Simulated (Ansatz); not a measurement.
Consider the redistribution: `NCS[SiH2]O` + `C[SiH](C)P` → `NCS[SiH3]` + `C[Si](C)(O)P`.

Program: Ansatz. Geometries: PBE0-D4/def2-TZVP. ΔE: electronic, gas phase. CCSD(T)/CBS adds triple-zeta CCSD(T) − MP2 to the extrapolated MP2 energy (def2 sets, frozen cores). DFT in def2-TZVPP. HSE06 is defined as in plane-wave codes. Each species was taken in one conformer, which may not be the lowest.

```csv
level,ΔE (kJ/mol),difference from CCSD(T)/CBS
revPBE-D4,20.4,3.9
BLYP-D4,20.6,4.1
r2SCAN0-D4,19.3,2.8
CAM-B3LYP-D4,16.7,0.2
ωB97X-V,16.2,-0.3
PBE-QIDH,18.3,1.8
PBE,23.1,6.6
revPBE,24.3,7.8
BLYP,23.6,7.1
PBE0,20.4,3.9
HSE06,20.6,4.1
MP2/def2-SVP,20.3,3.8
HF/def2-TZVPP,17.2,0.7
CCSD(T)/def2-TZVPP,16.6,0.1
MP2/CBS(def2),17.7,1.2
CCSD/CBS(def2),15.7,-0.8
CCSD(T)/CBS,16.5,0
```

Largest T1 diagnostic among the species: 0.012.

From BLYP to BHLYP (50 % exact exchange), in def2-TZVPP and without D4, ΔE moves by −5.3 kJ/mol. Leaving LDA and LC-ωPBE aside and taking each functional with its dispersion term where it has one, the values, not all of them listed here, spread over 5.6 kJ/mol, from ωB97M-V to PBE-D4.

CCSD(T)/CBS has its own doubt, a few kJ/mol and more with outer-core shells, so smaller differences from it don't rank the levels.
